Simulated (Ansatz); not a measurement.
A nudged elastic band was laid between two geometries of GaH5S (7 atoms, charge 0, multiplicity 1).

All numbers below come from RKS PBE-D4/def2-SVP (Ansatz).

| Quantity | Value |
| --- | --- |
| movable images | 7 |
| climbing image | yes |
| spring | 5.0 eV/Å² |
| optimiser | quadratic models (default) |
| start path | IDPP |
| force threshold | 0.05 eV/Å |
| iteration limit | 60 |
| end points | relaxed |

First end point:

```xyz
7
Properties=species:S:1:pos:R:3
S -0.809 -1.317 0.083
Ga 0.183 1.117 -0.115
H -0.074 -1.718 1.158
H 0.044 -1.925 -0.790
H -0.402 1.380 -1.564
H -0.592 1.678 1.148
H 1.712 0.718 0.036
```

Last end point:

```xyz
7
Properties=species:S:1:pos:R:3
S -0.286 -1.491 -0.331
Ga 0.309 1.078 -0.219
H -1.438 -1.444 0.397
H 0.441 -1.893 0.749
H -0.814 1.518 -1.247
H 0.051 1.279 1.334
H 1.797 0.885 -0.730
```

(1) What changes between the two ends?

(2) Give the energies along the band, and the barrier.

(3) What is the geometry of the highest image?

(4) What are the harmonic wavenumbers there?

Answers

(1) No bond is made or broken. The dihedral H3–S1–Ga2–H6 goes from -74 to 46°. The two ends are copies of one structure, up to a mirror image or an exchange of like atoms.

(2) The run converged. The highest image is number 4 of 0 to 8, 0.6 kcal/mol above the ends, which have the same energy within 2 meV. A vibrational analysis at the climbing image gives one clearly imaginary mode, 100i cm⁻¹: a first-order saddle point.

```json
{"image": "0", "path coordinate (Å)": "0.00", "energy (kcal/mol)": "0.0", "dihedral H3–S1–Ga2–H6 (°)": "-74"}
{"image": "1", "path coordinate (Å)": "0.37", "energy (kcal/mol)": "0.1", "dihedral H3–S1–Ga2–H6 (°)": "-59"}
{"image": "2", "path coordinate (Å)": "0.74", "energy (kcal/mol)": "0.3", "dihedral H3–S1–Ga2–H6 (°)": "-44"}
{"image": "3", "path coordinate (Å)": "1.11", "energy (kcal/mol)": "0.5", "dihedral H3–S1–Ga2–H6 (°)": "-29"}
{"image": "4", "path coordinate (Å)": "1.48", "energy (kcal/mol)": "0.6", "dihedral H3–S1–Ga2–H6 (°)": "-14"}
{"image": "5", "path coordinate (Å)": "1.85", "energy (kcal/mol)": "0.5", "dihedral H3–S1–Ga2–H6 (°)": "1"}
{"image": "6", "path coordinate (Å)": "2.21", "energy (kcal/mol)": "0.3", "dihedral H3–S1–Ga2–H6 (°)": "16"}
{"image": "7", "path coordinate (Å)": "2.58", "energy (kcal/mol)": "0.1", "dihedral H3–S1–Ga2–H6 (°)": "31"}
{"image": "8", "path coordinate (Å)": "2.94", "energy (kcal/mol)": "0.0", "dihedral H3–S1–Ga2–H6 (°)": "46"}
```

(3) 
```xyz
7
Properties=species:S:1:pos:R:3
S -0.678 -1.408 -0.237
Ga 0.209 1.110 -0.182
H -0.812 -1.529 1.113
H 0.556 -1.986 -0.216
H -0.730 1.643 -1.339
H -0.197 1.369 1.330
H 1.714 0.733 -0.514
```

(4) 100i, 167, 334, 338, 472, 502, 698, 721, 721, 1142, 1879, 1879, 1900, 2617, 2641 cm⁻¹.

Run time: 47 s on 1 CPU thread of a shared host.
